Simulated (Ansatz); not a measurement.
Job for Ansatz (a first-principles code): U-CCSD(T)/def2-SVP on CH4Te (SMILES C[TeH]), a point of a bond scan (R = 1.830 Å). Elements past Kr take the def2 small-core potentials; no spin–orbit coupling. The run froze 10 orbitals, filled d shells among them.

Ansatz 0.2 input:
```yaml
crystal:
  periodic: [false, false, false]
  atoms:
    - {symbol: Te, position_ang: [0.01201175, 0.23527703, 0.23177528]}
    - {symbol: H, position_ang: [-0.37850158, 1.47775218, -1.05319665]}
    - {symbol: C, position_ang: [-0.03051731, -1.41897587, -1.16612883]}
    - {symbol: H, position_ang: [0.73152202, -1.27549848, -1.92532285]}
    - {symbol: H, position_ang: [-1.01819392, -1.49803416, -1.60874601]}
    - {symbol: H, position_ang: [0.18816506, -2.31181771, -0.58509181]}
basis:
  gaussian:
    orbitals: def2-SVP
correlation: {method: ccsd_t, electrons: outside_noble_gas}
scf: {omitted_lower_state_checks: [cluster_reference]}
magnetization: {spin_polarized: true, initial_magnetization: 0}
```

The log:

```
WARN ansatz: RAYON_NUM_THREADS=1 ignored (pool sized by the plan → 1); use --threads N
Functional definition: HF
these checks for a lower state are left out or cut short: cluster_reference
integrals: 0.05 GiB planned
688 factors; integrals over basis functions are off by at most 1.1e-3 eV
mean field: 0.18 GiB planned
mean field evaluation 1: about -8356.5988 eV, gradient 1.1e1 eV
mean field evaluation 2: about -8356.6703 eV, gradient 1.1e1 eV
mean field evaluation 4: about -8357.5519 eV, gradient 1.4e0 eV
mean field evaluation 8: about -8357.5668 eV, gradient 1.8e-3 eV
mean field -8357.56677760 eV, -307.1349141147 hartree, gradient 2.9e-6 eV, S^2 0.000000; 0 other end points of the search recorded, 0 dependent functions left out
10 core orbitals not correlated
reference -8357.56677760 eV, -307.1349141147 hartree; 7, 7 occupied and 43, 43 virtual orbitals, 688 factors
second order -6.90541404 eV of doubles, -0.00000000 eV of singles
coupled cluster: 0.16 GiB planned
cycle   1  -7.53926180 eV  change   -6.3e-1 eV  update   6.9e-2
cycle   2  -7.80514591 eV  change   -2.7e-1 eV  update   2.4e-2
cycle   3  -7.84195544 eV  change   -3.7e-2 eV  update   8.0e-3
cycle   4  -7.84277419 eV  change   -8.2e-4 eV  update   2.5e-3
cycle   5  -7.84239250 eV  change    3.8e-4 eV  update   7.9e-4
cycle   6  -7.84228835 eV  change    1.0e-4 eV  update   2.6e-4
cycle   7  -7.84229545 eV  change   -7.1e-6 eV  update   7.9e-5
cycle   8  -7.84229288 eV  change    2.6e-6 eV  update   2.2e-5
cycle   9  -7.84228881 eV  change    4.1e-6 eV  update   6.3e-6
perturbative correction -0.21804825 eV, -0.0080131254 hartree
Total energy: -8365.62711467 eV, -307.4311260383 hartree
Checks for a lower state left out: cluster_reference
```

The calculation finished and met its thresholds.

Cost: roughly 1.5 core-seconds.
